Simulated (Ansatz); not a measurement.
AgI, SMILES [Ag][I], multiplicity 1.

Coordinates come from a PBE0-D3(BJ)/def2-TZVP optimisation. The spin state was assumed, not searched. The def2 effective core potentials stand for the cores of Ag, I; spin–orbit coupling is left out.

Two levels are set side by side: PBE/def2-TZVPD (Ansatz, a first-principles code) and ωB97X-V/def2-TZVPD (Ansatz). Energy differences of separate SCF runs at the same geometry; the states with an electron removed or added have multiplicity 2 and 2. Differences are taken from unrounded values.

| quantity | ωB97X-V |
|---|---|
| vertical ionisation energy (eV) | 8.87 |
| vertical electron affinity (eV) | 1.34 |
| vertical singlet–triplet gap (eV) | 2.89 |

### Question
What does PBE give, and how far is it from ωB97X-V? (An estimate is asked for; the answer gives what the named calculation found.)

### Answer

| quantity | PBE | PBE minus ωB97X-V |
|---|---|---|
| vertical ionisation energy (eV) | 9.01 | 0.14 |
| vertical electron affinity (eV) | 1.51 | 0.16 |
| vertical singlet–triplet gap (eV) | 2.47 | -0.42 |
